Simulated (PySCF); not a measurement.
## Radial density of Li (lithium, neutral)

wB97X, [He] 2s1, 2S determinant. Computed with PySCF 2.14 in x2c-QZVPPall, with scalar relativity by spin-free X2C-1e.

```
r (bohr)  4πr²ρ (e/bohr)  4πr²(ρα − ρβ)
  0.0105         0.01841         0.0003
  0.0177         0.04974         0.0008
  0.0297          0.1306         0.0020
  0.0500          0.3269         0.0049
  0.0842          0.7541         0.0112
   0.142           1.521         0.0217
   0.238           2.464         0.0321
   0.401           2.806         0.0279
   0.674           1.829         0.0032
    1.13          0.5129         0.0134
    1.91          0.1833         0.1508
    3.21          0.2770         0.2769
    5.39          0.1197         0.1197
    9.07        0.006872         0.0069
    15.3       1.352e-05         0.0000
```

Densities and radii are taken from the X2C orbitals without a picture-change correction, which distorts them close to the nucleus.
